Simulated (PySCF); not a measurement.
A ladder of Hamiltonians for Cd³⁴⁺ (cadmium, charge +34)

Occupied: 1s1/2, 2s1/2, 2p1/2, 2p3/2, 3s1/2, 3p1/2. Hartree-Fock calculated with PySCF 2.14 in an uncontracted even-tempered set (17 s from 2.7 bohr⁻², ratio 2.7; 13 p from 3.3 bohr⁻², ratio 2.7), Gaussian nucleus throughout. NR is non-relativistic, sf-X2C the spin-free one-electron X2C Hamiltonian, X2C adds the bare one-electron spin-orbit term, X2C-SNSO screens it by Boettger's factors, DC is four-component Dirac-Coulomb, and the Gaunt and Breit terms are added at first order (total energies over the DC spinors, levels after relaxing the spinors in that mean field). QED terms are absent. Levels marked empty are virtual spinors of this ion; the basis has s and p functions only, so 3d, which can lie below the n = 4 levels, is absent.

| level (eV) | X2C | X2C-SNSO |
| --- | --- | --- |
| 1s1/2 | -28776.2 | -28776.5 |
| 2s1/2 | -5911.7 | -5911.9 |
| 2p1/2 | -5649.3 | -5643.0 |
| 2p3/2 | -5431.6 | -5434.4 |
| 3s1/2 | -2279.1 | -2279.2 |
| 3p1/2 | -2193.2 | -2191.7 |
| 3p3/2 (empty) | -2071.6 | -2072.3 |
| 4s1/2 (empty) | -1151.5 | -1151.5 |

Problem. Where do the four-component calculations put these levels?

Solution. 1s1/2: DC -28797.6, DC+Gaunt -28737.9, DC+Breit -28741.9; 2s1/2: DC -5914.4, DC+Gaunt -5908.6, DC+Breit -5909.0; 2p1/2: DC -5643.9, DC+Gaunt -5634.0, DC+Breit -5635.0; 2p3/2: DC -5436.2, DC+Gaunt -5429.2, DC+Breit -5430.3; 3s1/2: DC -2279.7, DC+Gaunt -2278.4, DC+Breit -2278.5; 3p1/2: DC -2191.9, DC+Gaunt -2189.5, DC+Breit -2189.8; 3p3/2 (empty): DC -2072.6, DC+Gaunt -2071.1, DC+Breit -2071.4; 4s1/2 (empty): DC -1151.7, DC+Gaunt -1151.2, DC+Breit -1151.2 (eV).

```csv
Hamiltonian,E (hartree),E − E(DC) (hartree),CPU seconds
X2C,-4662.7959,1.0433,0.11
X2C-SNSO,-4662.5969,1.2423,0.11
DC,-4663.8392,0.0000,5.4
DC+Gaunt,-4660.0683,3.7709,9.2
DC+Breit,-4660.4101,3.4291,31
```

Weight of the small component: 1s1/2 0.0310, 2s1/2 0.00674, 2p1/2 0.00669, 2p3/2 0.00641, 3s1/2 0.00244, 3p1/2 0.00240, 3p3/2 0.00230, 4s1/2 0.00111.

Koopmans' value for the highest occupied level at DC+Breit: 2189.8 eV, against an ionisation energy of 2195 ± 4 eV (semi-empirical (NIST evaluation); NIST Atomic Spectra Database, ionization energies); the former lacks relaxation, correlation, QED and recoil.

The whole ladder took 47 s of wall time on 1 thread of AMD EPYC 9R45 96-Core Processor (shared host), launched as `OMP_NUM_THREADS=1 python relrun2.py TASK.json OUT` (a driver that calls PySCF for each Hamiltonian).

Dirac-Coulomb iterations, started from the X2C spinors:

```
with_ssss True, with_gaunt False, with_breit False
light speed = 137.03599967994
init E= -4652.08825093908
cycle= 1 E= -4663.8388806046  delta_E= -11.8  |g|= 0.911  |ddm|= 0.0894
cycle= 2 E= -4663.83919875023  delta_E= -0.000318  |g|= 0.0146  |ddm|= 0.00892
cycle= 3 E= -4663.83919945788  delta_E= -7.08e-07  |g|= 0.000707  |ddm|= 0.000639
cycle= 4 E= -4663.83919945963  delta_E= -1.76e-09  |g|= 3.31e-06  |ddm|= 2.54e-05
```
